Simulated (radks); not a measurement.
The indium ion In39+, 10 electrons, occupied as [Ne]. All-electron calculation, non-relativistic Kohn-Sham, LDA (Slater exchange, Perdew-Wang correlation), spin-unpolarised, spherical densities, point nucleus; relativity is left out, which matters for an element this heavy. Program: a radial shooting solver on a logarithmic mesh with Libxc functionals. Some entries of the table are withheld. Estimate them.

orbital,occ.,eigenvalue (hartree),<r^2> (bohr^2),<r> (bohr)
1s,2,(1),0.001289,(2)
2s,2,-228.6558,0.02028,0.1316
2p,6,(3),0.01517,0.1120

Answer. 
(1) 1s eigenvalue (hartree): -1074.106
(2) 1s <r> (bohr): 0.03105
(3) 2p eigenvalue (hartree): -220.5303
